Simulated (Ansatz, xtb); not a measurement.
## Two isomers of C4H10B2S

We compare I, `C=CBCBSC`, a singlet, with II, `BSBC1CCC1`, a singlet. Both are isolated molecules in the gas phase, relaxed with B3LYP-D3(BJ)/def2-SVP; the shapes shown needn't be the lowest conformers.

I (Å):

```xyz
17

C    -3.0485    1.5060    1.5020
C    -2.8233    0.7129    0.4370
C    -0.7820   -0.7197    1.5966
C     2.3793    2.1593    2.4030
B    -1.6325   -0.2822    0.3523
B     0.5242    0.1490    1.5708
S     0.8096    1.3355    2.8725
H    -3.8484    2.2552    1.5218
H    -2.4198    1.4558    2.3978
H    -3.4821    0.8418   -0.4319
H    -1.3093   -0.6997   -0.7384
H    -1.3197   -0.6410    2.5537
H    -0.4527   -1.7626    1.4290
H     1.3367    0.0636    0.6824
H     3.1735    1.4159    2.2558
H     2.2448    2.7467    1.4851
H     2.6586    2.8314    3.2254
```

II (Å):

```xyz
17

C     0.9469    0.4863    1.2263
C     0.8578    1.8129    2.0919
C     1.6562    2.5475    0.9890
C     2.0345    1.1842    0.3610
B    -2.7039    0.4931   -1.1327
B    -0.4702    0.2227    0.6435
S    -0.9660    0.9325   -0.9706
H    -3.2657    0.8637   -2.1292
H    -3.2587   -0.1427   -0.2778
H    -1.3022   -0.3823    1.2699
H     1.2897   -0.3835    1.8096
H    -0.1451    2.2049    2.3262
H     1.4102    1.7112    3.0379
H     2.4831    3.1907    1.3262
H     1.0027    3.1405    0.3315
H     1.9328    1.0980   -0.7317
H     3.0493    0.8624    0.6398
```

Quicker runs give these differences E(II) − E(I): GFN2-xTB −1.431 eV; HF/STO-3G −1.176 eV (at GFN2-xTB geometries); r2SCAN-D4/def2-SVP +0.110 eV (at GFN2-xTB geometries).

Problem. Which of the two would you expect CCSD(T)/def2-SVP + ΔMP2/def2-TZVPP electronic energies to favour?

Solution. Not settled: CCSD(T)/def2-SVP + ΔMP2/def2-TZVPP gives E(II) − E(I) = +0.138 eV, but this leans on the basis-set step: CCSD(T) alone gives +0.018 eV.

The same difference at several levels:

| level | geometry | E(II) − E(I) (eV) | departure from the last row (eV) | job, with rough time for the two |
| --- | --- | --- | --- | --- |
| GFN2-xTB | GFN2-xTB | −1.431 | −1.570 | optimisation, 0.52 s |
| HF/STO-3G | GFN2-xTB | −1.176 | −1.314 | single point, 0.44 s |
| r2SCAN-D4/def2-SVP | GFN2-xTB | +0.110 | −0.029 | single point, 4.9 s |
| B3LYP-D3(BJ)/def2-SVP | B3LYP-D3(BJ)/def2-SVP | +0.150 | +0.011 | optimisation, 2.9 min |
| HF/def2-SVP | B3LYP-D3(BJ)/def2-SVP | +0.152 | +0.014 | part of the CCSD(T) run |
| MP2/def2-SVP | B3LYP-D3(BJ)/def2-SVP | −0.084 | −0.222 | part of the CCSD(T) run |
| CCSD(T)/def2-SVP | B3LYP-D3(BJ)/def2-SVP | +0.018 | −0.120 | single point |
| CCSD(T)/def2-SVP + ΔMP2/def2-TZVPP | B3LYP-D3(BJ)/def2-SVP | +0.138 |  | single point, 1.7 min |

As drawn, II has 1 B–S, 4 C–C, 1 B–H in place of 1 C=C, 2 C–B, 1 C–S, 1 C–H. Structure I has no ring, II a 4-membered ring.

GFN2-xTB, HF/STO-3G, MP2/def2-SVP put the two in the other order. CCSD(T)/def2-SVP finds them nearly level. The largest departure from CCSD(T)/def2-SVP + ΔMP2/def2-TZVPP is that of GFN2-xTB, 1.570 eV. A small imaginary or near-zero mode remains, so no thermal terms are given. The last row adds to CCSD(T) the change of the MP2 difference between the two basis sets, here +0.120 eV.

The correlated steps freeze 11 core orbitals. Codes used: Ansatz 0.2.0, xtb 6.7.1; the last row on 4 threads of Arm Neoverse V1 on a shared host.
